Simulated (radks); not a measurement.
Values are calculated unless marked as measured or tabulated.
All-electron atom: the promethium ion Pm41+ in [Ar] 3d2.

Code: a radial shooting solver on a logarithmic mesh with Libxc functionals. Model: non-relativistic Kohn-Sham, LB94 model potential, spin-polarised, spherical densities, point nucleus; open shells are filled with parallel spins first (spin-orbit coupling, left out, can overturn this in heavy ions); relativity is left out, which matters for an element this heavy.

Energy parts (eV):
part                  energy
kinetic            225676.10
electron-nucleus  -482319.43
Hartree             34972.61
(The LB94 potential has no energy functional, so no total or exchange-correlation energy is given.)

Orbitals (lengths in bohr, moments of r in powers of bohr; r(max) is where P^2 peaks):
orbital	occ.	eigenvalue (eV)	<r^4>	<r>	r(max)	<1/r>
1s up	1	-45053.31	1.720e-06	0.02485	0.01649	60.50
1s down	1	-45053.61	1.720e-06	0.02485	0.01649	60.50
2s up	1	-9011.622	0.0002796	0.1051	0.09015	14.14
2s down	1	-9011.163	0.0002787	0.1051	0.09014	14.15
2p up	3	-8691.240	0.0001782	0.08921	0.07023	14.15
2p down	3	-8691.672	0.0001776	0.08915	0.07023	14.15
3s up	1	-3412.355	0.008214	0.2572	0.2424	5.687
3s down	1	-3401.821	0.008259	0.2575	0.2426	5.675
3p up	3	-3284.852	0.007195	0.2447	0.2282	5.652
3p down	3	-3273.715	0.007238	0.2450	0.2284	5.642
3d up	2	-3076.780	0.004557	0.2125	0.1781	5.567
3d down	0	-3066.312	0.004571	0.2125	0.1777	5.569

The highest occupied level is 3d up at -3076.8 eV. Spin moment in Bohr magnetons: 2. The electron density at the nucleus is 1.613e+05 e/bohr^3. The spin density at the nucleus is 1.437 e/bohr^3 (1s 0.897, 2s -8.976, 3s 9.516).
